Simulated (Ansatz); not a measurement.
Cartesian coordinates in Å:
```
C 0.204 0.540 1.612
C 0.969 0.497 0.530
C 0.591 -0.029 -0.816
Ga -1.218 -0.727 -1.018
F -2.480 -0.824 0.188
F -1.791 -1.368 -2.540
H 0.584 0.946 2.542
H -0.820 0.178 1.616
H 1.987 0.879 0.599
H 1.266 -0.835 -1.126
H 0.709 0.742 -1.586
```

Charge 0, multiplicity 1.

Problem. List the ωB97M-V/def2-TZVPP orbital energies in eV (Ansatz). (An estimate is asked.)

Solution. Computed: Occupied: -10154.25, -1257.66, -1111.89, -1111.74, -1111.73, -676.50, -676.38, -282.35, -282.16, -281.60, -155.21, -107.77, -107.47, -107.41, -34.62, -34.43, -26.83, -26.76, -26.72, -26.62, -26.40, -25.31, -22.43, -18.59, -16.42, -16.08, -15.05, -14.71, -14.19, -13.96, -13.91, -13.45, -13.29, -12.83, -11.43, -10.26. Lowest empty: 0.86, 1.08, 2.15, 2.67, 3.03, 3.75, 3.89, 4.38.
